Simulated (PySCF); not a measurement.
Computed shifts of a molecule CH8ClNSi2, PBE/pcSseg-1 in PySCF, GIAO, gas phase, equivalent atoms averaged, in ppm (number of nuclei): ¹³C: 7.3 (1). ²⁹Si: 19.3 (1), -110.6 (1). ¹⁵N: 53.3 (1). ¹H: 3.76 (3), 1.44 (2), 0.86 (3). References: ¹³C against TMS (σ = 182.0 ppm); ²⁹Si against TMS (σ = 335.4 ppm); ¹⁵N against NH3 (σ = 267.0 ppm); ³⁵Cl against HCl (σ = 936.5 ppm); ¹H against TMS (σ = 31.49 ppm), references at their B3LYP-D3(BJ)/def2-TZVP geometries, non-relativistic (without spin–orbit terms, shifts of atoms bonded to Cl or Br come out too high). Geometry: B3LYP-D3(BJ)/def2-SVP. Other conformers were not sampled.

Question: Which structure fits?
A. C[Si@@](N)([SiH3])Cl
B. C[SiH2]N[SiH2]Cl
C. CN[SiH2][SiH2]Cl
D. C[Si@@H](Cl)N[SiH3]

Answer: A, C[Si@@](N)([SiH3])Cl
